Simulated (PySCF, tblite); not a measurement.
Isomers of C7H13 (doublet state), one GFN2-xTB conformer each. Single-point energies are computed at B3LYP/pcH-1 (PySCF, gas phase, no added dispersion term), electronic only. GFN2-xTB treats the open shell by occupation alone, and not every SCF solution was tested for stability.

Question: Rank them by B3LYP/pcH-1 energy, lowest first (kcal/mol).
A. `[CH3:1][CH:2][CH2:3]/[C:4]([CH3:5])=[CH:6]\[CH3:7]` (doublet state) with C1–C2–C3–C4 86°, C2–C3–C4–C5 85°
B. `[CH3:1][C:2]1([CH3:3])[CH:4][CH2:5][CH2:6][CH2:7]1` (doublet state) with C1–C2–C4–C5 109°, C2–C4–C5–C6 -12°, C4–C5–C6–C7 29°, C5–C6–C7–C2 -35°
C. `[CH2:1][C:2]1([CH3:3])[CH2:4][CH2:5][CH2:6][CH2:7]1` (doublet state) with H–C1–C2–C3 -174° and 8°, C1–C2–C4–C5 -132°, C2–C4–C5–C6 35°, C4–C5–C6–C7 -43°, C5–C6–C7–C2 35°
D. `[H]/[C:1]=[CH:2]\[C@@H:3]([CH3:4])[CH2:5][CH2:6][CH3:7]` (doublet state) with C1–C2–C3–C4 117°, C2–C3–C5–C6 64°, C3–C5–C6–C7 179°
E. `[CH2:1]=[C:2][C:3]([CH3:4])([CH3:5])[CH2:6][CH3:7]` (doublet state) with C1–C2–C3–C4 23°, C2–C3–C6–C7 55°
F. `[CH2:1][CH2:2][CH2:3]/[C:4]([CH3:5])=[CH:6]\[CH3:7]` (doublet state) with H–C1–C2–C3 -85° and 82°, C1–C2–C3–C4 180°, C2–C3–C4–C5 93°

Answer: B (0.0), C (6.4), A (11.8), F (15.4), E (24.6), D (28.0).

As drawn, the lowest has a quaternary carbon, which the highest lacks. Neighbours under 5.0 kcal/mol apart (C[CH]C/C(C)=C\C and [CH2]CC/C(C)=C\C; C=[C]C(C)(C)CC and [H]/[C]=C\[C@@H](C)CCC) can change places with a better method, another conformer or zero-point energy. GFN2-xTB itself gives, in the same order: 0.0, 6.5, 25.9, 31.3, 36.7, 41.3. Both levels put the same isomer lowest; measured from each level's own lowest isomer, the values differ by up to 15.9 kcal/mol ([CH2]CC/C(C)=C\C: 31.3 against 15.4).

Question: What happens when harmonic zero-point energies from GFN2-xTB frequencies are added?

Answer: 
```json
{"SMILES": "CC1(C)[CH]CCC1", "ZPE (kcal/mol)": "112.6", "electronic (kcal/mol)": "0.0", "with ZPE (kcal/mol)": "0.0"}
{"SMILES": "[CH2]C1(C)CCCC1", "ZPE (kcal/mol)": "112.5", "electronic (kcal/mol)": "6.4", "with ZPE (kcal/mol)": "6.3"}
{"SMILES": "C[CH]C/C(C)=C\\C", "ZPE (kcal/mol)": "110.2", "electronic (kcal/mol)": "11.8", "with ZPE (kcal/mol)": "9.4"}
{"SMILES": "[CH2]CC/C(C)=C\\C", "ZPE (kcal/mol)": "110.1", "electronic (kcal/mol)": "15.4", "with ZPE (kcal/mol)": "12.9"}
{"SMILES": "C=[C]C(C)(C)CC", "ZPE (kcal/mol)": "110.3", "electronic (kcal/mol)": "24.6", "with ZPE (kcal/mol)": "22.3"}
{"SMILES": "[H]/[C]=C\\[C@@H](C)CCC", "ZPE (kcal/mol)": "111.2", "electronic (kcal/mol)": "28.0", "with ZPE (kcal/mol)": "26.5"}
```

The zero-point energies span 2.5 kcal/mol. The order is unchanged.

Question: As an exercise, what shares would exp(−E/RT) give at 1000 K from these electronic energies alone (no entropy, no degeneracies)?

Answer: RT = 1.987 kcal/mol: CC1(C)[CH]CCC1 95.9 %, [CH2]C1(C)CCCC1 3.8 %, C[CH]C/C(C)=C\C 0.2 %, [CH2]CC/C(C)=C\C under 0.1 %, C=[C]C(C)(C)CC under 0.1 %, [H]/[C]=C\[C@@H](C)CCC under 0.1 %.
